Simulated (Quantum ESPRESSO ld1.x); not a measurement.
Task: The table gives one normalised radial function P(r) = r R(r) of Ta+ in [Xe] 4f13.5 5d3.5 6s1 (r in bohr). All-electron calculation, non-relativistic Kohn-Sham, LDA (Slater exchange, Perdew-Wang correlation), spin-polarised, spherical densities, point nucleus; open shells are filled with parallel spins first (spin-orbit coupling, left out, can overturn this in heavy ions); relativity is left out, which matters for an element this heavy. Program: ld1.x of Quantum ESPRESSO 7.5.

| r | P |
|---|---|
| 0.0006875 | 0.0003 |
| 0.001093 | 0.0009 |
| 0.001725 | 0.0021 |
| 0.002744 | 0.0051 |
| 0.004329 | 0.0120 |
| 0.006885 | 0.0275 |
| 0.01095 | 0.0598 |
| 0.01728 | 0.1169 |
| 0.02748 | 0.1969 |
| 0.0437 | 0.2443 |
| 0.06894 | 0.1328 |
| 0.1096 | -0.1908 |
| 0.173 | -0.3312 |
| 0.2751 | 0.1775 |
| 0.4376 | 0.4952 |
| 0.6904 | -0.3000 |
| 1.098 | -1.0005 |
| 1.746 | -0.6670 |
| 2.755 | -0.1674 |
| 4.382 | -0.0120 |
| 6.914 | -0.0001 |
| 11 | 0.0000 |

Which n and l does it have? It may be an empty orbital.

Result: n = 5, l = 1: the number of nodes gives n - l - 1 = 3, the rise at small r (about r^(l+1)) gives l, and the extent must fit the shell. The curve is that of 5p up; the table hardly tells the two spins apart. 5p up: eigenvalue -46.563 eV, 3 radial nodes at r = 0.0854, 0.244, 0.606 bohr, <r> = 1.33 bohr, 90 % of the charge inside 1.95 bohr.
